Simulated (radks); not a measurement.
Results of a calculation; reference values are marked as such.
Isoelectronic series with 17 electrons, each ion in its NIST ground configuration. Level of theory: Dirac Kohn-Sham, PBE, spin-unpolarised, spherical densities, point nucleus; open shells fill j = l - 1/2 first (a radial shooting solver on a logarithmic mesh with Libxc functionals). Total energies (hartree) and orbital eigenvalues (eV):

ion    configuration  E (hartree)      3p3/2      3p1/2      3s1/2      2p3/2
Cl      [Ne] 3s2 3p5   -461.43632    -8.5474    -8.6711   -20.6833  -191.0139
Ar+     [Ne] 3s2 3p5   -528.64439   -22.0435   -22.2419   -36.6856  -243.0067
K2+     [Ne] 3s2 3p5   -600.76155   -39.0988   -39.3964   -56.3047  -302.4858
Ca3+    [Ne] 3s2 3p5   -677.78489   -59.5080   -59.9336   -79.3233  -369.1923
Sc4+    [Ne] 3s2 3p5   -759.71765   -83.1677   -83.7547  -105.6371  -442.9932
Ti5+    [Ne] 3s2 3p5   -846.56664  -110.0170  -110.8040  -135.1885  -523.8090
V6+     [Ne] 3s2 3p5   -938.34111  -140.0174  -141.0484  -167.9435  -611.5887
Cr7+    [Ne] 3s2 3p5  -1035.05216  -173.1429  -174.4677  -203.8822  -706.2980
Mn8+    [Ne] 3s2 3p5  -1136.71236  -209.3757  -211.0503  -242.9930  -807.9131
Fe9+    [Ne] 3s2 3p5  -1243.33559  -248.7034  -250.7903  -285.2704  -916.4173
Co10+   [Ne] 3s2 3p5  -1354.93686  -291.1170  -293.6859  -330.7130  -1031.799
Ni11+   [Ne] 3s2 3p5  -1471.53229  -336.6105  -339.7381  -379.3225  -1154.049
Cu12+   [Ne] 3s2 3p5  -1593.13900  -385.1795  -388.9507  -431.1031  -1283.163
Zn13+   [Ne] 3s2 3p5  -1719.77512  -436.8214  -441.3292  -486.0609  -1419.137
Ga14+   [Ne] 3s2 3p5  -1851.45976  -491.5346  -496.8807  -544.2035  -1561.969
Ge15+   [Ne] 3s2 3p5  -1988.21301  -549.3186  -555.6137  -605.5400  -1711.659
As16+   [Ne] 3s2 3p5  -2130.05589  -610.1734  -617.5379  -670.0810  -1868.206
Se17+   [Ne] 3s2 3p5  -2277.01045  -674.0999  -682.6643  -737.8377  -2031.613
Br18+   [Ne] 3s2 3p5  -2429.09970  -741.0995  -751.0046  -808.8227  -2201.881
Kr19+   [Ne] 3s2 3p5  -2586.34763  -811.1740  -822.5716  -883.0495  -2379.013
Rb20+   [Ne] 3s2 3p5  -2748.77929  -884.3255  -897.3793  -960.5325  -2563.013
Sr21+   [Ne] 3s2 3p5  -2916.42072  -960.5567  -975.4422  -1041.287  -2753.885
Zr23+   [Ne] 3s2 3p5  -3267.44244  -1122.270  -1141.397  -1212.676  -3156.262
